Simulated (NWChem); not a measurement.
# C2H4FNOSi; SMILES N#CO[SiH2]CF

```xyz
10

N     -0.9269    -2.6353     0.4971
C     -0.2874    -1.8399    -0.0587
O      0.4142    -0.9749    -0.6861
Si     1.0330     0.4819    -0.0084
C     -0.4030     1.5464     0.5926
F     -1.1496     1.9861    -0.4750
H      1.9156     0.1121     1.1318
H      1.7617     1.0967    -1.1401
H     -1.0473     0.9757     1.2866
H     -0.0124     2.4143     1.1569
```
Atoms are numbered in this order, from 1.

Computed with NWChem. Pople sets run with spherical d functions. The geometry was optimised at PBE0/def2-SVP. B3LYP is NWChem's, with the RPA form of VWN correlation. Atomic charges in e: unrestrained fits to the electrostatic potential beside Mulliken populations; buried atoms are poorly determined by the fit.

For level B3LYP/def2-SVP:

```
Item          Value
------------  -----
Mulliken N1   -0.02
Mulliken C2   -0.03
Mulliken O3   -0.37
ESP Si4        0.57
Mulliken Si4   0.64
Mulliken C5    0.07
```

Estimate the same quantities for level Hartree-Fock/6-31G*.

The Mulliken N1 comes out as -0.40, the Mulliken C2 is 0.58 and the Mulliken O3 is -0.74. The ESP Si4 is 0.70. The Mulliken Si4 is 1.02 and the Mulliken C5 is -0.15.
